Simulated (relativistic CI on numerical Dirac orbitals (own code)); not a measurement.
## Bi3+: sensitivity of the levels to the model

Base calculation: Dirac-Coulomb-Breit CI, KLI orbitals optimised for each configuration, model QED (radiative potential, 1s self-energy scaled to tabulated hydrogen-like ionisation energies), valence Slater integrals scaled by 0.85, P86 correlation energy added to each configuration.

Configuration list (outside the closed core [Xe] 4f14): 5d10.6s2, 5d10.6s.6p, 5d10.6p2, 5d10.6s.6d, 5d10.6s.6f, 5d10.6d2, 5d10.6s.7s, 5d10.5f2, 5d10.6s.7p, 5d10.6p.6d, 5d10.6s.5f, 5d9.6s2.5f, 5d9.6s2.6p, 5d10.5f.6p. Double excitations out of closed p, d and f shells are left out; levels of such configurations are missing from the list, as are those of other unlisted configurations, and high levels can miss mixing partners. These lack a partner that the ground configuration has and come out too high: 5d9.6s2.5f, 5d9.6s2.6p.

Variants: (1) valence Slater integrals scaled by 0.75; (2) Slater integrals left unscaled; (3) configuration mixing switched off; (4) one mean potential for all configurations. Shifts of the energy above 5d10.6s2 1S_0, in cm⁻¹, for the lowest level and the first level of each name with at least 55 % of one term (blank where a level changes its place among those of its configuration and J or its character, or is not in the variant):

```tsv
Level	Base	Δ(1)	Δ(2)	Δ(3)	Δ(4)	Measured
5d10.6s2 1S_0	0.0	0.0	0.0	0.0	0.0	0.0
5d10.6s.6p 3P°_0	65683.6	+499.1	-641.1	-3081.5	+689.8	70968.0
5d10.6s.6p 3P°_1	70989.8	+179.4	-228.0	-2594.8	+743.3	75926.0
5d10.6s.6p 3P°_2	90526.5	+235.0	-259.2	-2779.2	+708.9	96423.0
5d10.6s.6p 1P°_1	111411.4	-2194.0	+3260.0	+1412.3	+1152.4	114602.0
5d10.6p2 3P_0	165109.5	-758.9	+1196.4	-4076.8	+1538.3	166552.0
5d10.6p2 3P_1	181952.2	-126.1	+306.5	-3137.5	+1841.7	185014.0
5d10.6s.7s 3S_1	192017.2	-618.2	+1161.3	-3854.5	+2322.9	197446.0
5d10.6s.6d 3D_1	192278.5	-491.9	+755.7	-3157.2	+1911.5	197151.0
5d10.6s.6d 3D_2	192821.5	-463.3	+789.7	-2951.9	+1966.2	197829.0
5d10.6s.6d 3D_3	194509.8	-491.3	+842.7	-3026.1	+1969.8	199769.0
5d10.6s.7s 1S_0	197130.7	-1194.2	+1936.5	-3331.0	+3260.6	201581.0
5d10.6p2 3P_2	197920.7	-493.4	+722.3		+2102.4	202434.0
5d9.6s2.6p 3P°_2	204924.9	-77.1	+230.7	-3727.1	+6774.6	
5d10.6s.7p 3P°_0	218451.4	-629.1	+1070.6	-3478.3	+2491.6	
5d10.6s.7p 3P°_1	219094.1	-647.0	+1084.4	-3355.7	+2610.7	
5d10.6p2 1S_0	223110.1	-2355.9	+3716.9	-3873.9	+2338.2	
5d10.6s.5f 3F°_4	225690.5	-16.3	+120.2	+320.9	+3381.4	
5d10.6s.7p 3P°_2	225725.0	-1063.0	+1019.6	-3805.5	+2229.9	
5d10.6s.7p 1P°_1	227424.3	-748.0	+1255.7	-2710.4	+2982.2	231913.0
5d10.6s.5f 3F°_3	228953.1	-459.6	+795.3	-2763.3	+1899.1	
5d9.6s2.6p 3P°_1	230907.2	-457.4	+806.6	-3935.1	+7566.7
```

For a near-neutral ion this model can misplace configurations by up to about 10,000 cm⁻¹ (more where the count of f electrons changes) and terms by 10 to 25 % of their spread. Rates follow the energies as ν³ (E1, M1) or ν⁵ (E2), so they and the lifetimes can be off by large factors. The fine structure of a lone outer electron comes out too small, for d and f at times inverted, and misplaced configurations move strength between like terms. 13 of the 21 excited levels that our extract of the measured tables holds in this range could be paired (the sources list more); they are missed by 4449 cm⁻¹ on average and 5897 at most, and levels without a partner can miss by more.

Measured levels: Moore, Atomic Energy Levels, vol. III, NSRDS-NBS 35 (1971 reprint of NBS Circular 467, 1958).

Ionisation energy from the two ground configurations alone: base 43.66 eV. The NIST ASD value (measured) is 45.37 eV. The gap of more than 2 % comes from missing correlation.

LS names give the leading component of a level, which can be under half, so a name can repeat, a term be missing and a line seem to break the LS rules.
